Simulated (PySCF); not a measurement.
Molecule: SMILES FC(F)[C@H]1C=CC1, C$_{5}$H$_{6}$F$_{2}$.

Molfile (atoms numbered from 1):
```
C5H6F2
     RDKit          3D

 13 13  0  0  0  0  0  0  0  0999 V2000
    2.4185   -0.6462   -0.0647 F   0  0  0  0  0  0  0  0  0  0  0  0
    1.4846    0.2544   -0.4489 C   0  0  0  0  0  0  0  0  0  0  0  0
    2.0492    1.4834   -0.3893 F   0  0  0  0  0  0  0  0  0  0  0  0
    0.2929    0.1885    0.4668 C   0  0  1  0  0  0  0  0  0  0  0  0
   -0.9132    0.9965    0.0463 C   0  0  0  0  0  0  0  0  0  0  0  0
   -1.6901   -0.0840   -0.1241 C   0  0  0  0  0  0  0  0  0  0  0  0
   -0.6160   -1.0628    0.2829 C   0  0  0  0  0  0  0  0  0  0  0  0
    1.2181    0.0494   -1.5022 H   0  0  0  0  0  0  0  0  0  0  0  0
    0.6518    0.3544    1.4970 H   0  0  0  0  0  0  0  0  0  0  0  0
   -1.0633    2.0723   -0.0715 H   0  0  0  0  0  0  0  0  0  0  0  0
   -2.7305   -0.2216   -0.4304 H   0  0  0  0  0  0  0  0  0  0  0  0
   -0.2819   -1.7779   -0.4877 H   0  0  0  0  0  0  0  0  0  0  0  0
   -0.8032   -1.6239    1.2123 H   0  0  0  0  0  0  0  0  0  0  0  0
  1  2  1  0
  2  3  1  0
  2  4  1  0
  4  5  1  0
  5  6  2  0
  6  7  1  0
  7  4  1  0
  2  8  1  0
  4  9  1  1
  5 10  1  0
  6 11  1  0
  7 12  1  0
  7 13  1  0
M  END
```

Spin–spin couplings on one PBE0-D3(BJ)/def2-SVP geometry, PySCF, gas phase, non-relativistic, equivalent pairs averaged (spin–dipole term only in couplings to heteroatoms); isotopes ¹⁹F, ¹³C, ¹H; functional B3LYP.

Task: How do the couplings (Hz) change with the basis set? Times are CPU seconds on 1 thread of an Arm Neoverse V2, shared host. Far from the basis limit: pcJ-0, 6-31G*, def2-TZVP, cc-pVTZ.

Result: 
```tsv
basis set	functions	¹J(F1,C2)	¹J(C2,F3)	¹J(C5,H10)	¹J(C6,H11)	¹J(C2,H8)	¹J(C7,H13)	¹J(C4,H9)	core-s
pcJ-0	109	-408.6	-405.4	168.9	163.9	158.3	127.3	127.1	15
6-31G*	110	-248.0	-245.3	170.2	168.1	186.7	156.3	155.8	13
def2-TZVP	253	-337.6	-334.3	174.2	170.7	177.8	138.7	138.2	58
cc-pVTZ	294	-294.6	-290.9	168.7	165.7	166.7	129.2	128.7	72
```

The Fermi-contact term samples the wavefunction at the nucleus, which is why sets with added tight s functions (names with J) are made for couplings.
